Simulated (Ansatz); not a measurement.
```xyz
9

C    -1.002    0.409    0.514
Si    0.546    0.250   -0.498
S     0.865   -1.728   -1.213
Br    2.252    0.955    0.755
H    -1.137    1.443    0.837
H    -1.867    0.104   -0.079
H    -0.947   -0.223    1.403
H     0.527    1.083   -1.721
H     0.763   -2.294    0.002
```

The species carries charge 0 and has multiplicity 1.

Question: List the CAM-B3LYP/def2-TZVPP orbital energies in eV (Ansatz). (An estimate is asked.)

Answer: The calculation gave: Occupied: -13140.74, -2419.93, -1802.42, -1702.24, -1533.99, -1533.93, -1533.93, -278.84, -238.33, -217.99, -179.23, -179.05, -179.05, -162.57, -162.49, -162.37, -146.85, -102.22, -102.18, -102.12, -73.57, -73.52, -73.51, -73.37, -73.37, -23.54, -22.42, -21.61, -16.07, -13.69, -13.55, -13.05, -11.60, -11.57, -10.99, -9.77, -9.67, -8.97. Lowest empty: 1.04, 1.40, 1.80, 1.98, 2.73, 3.29, 3.36, 3.90.
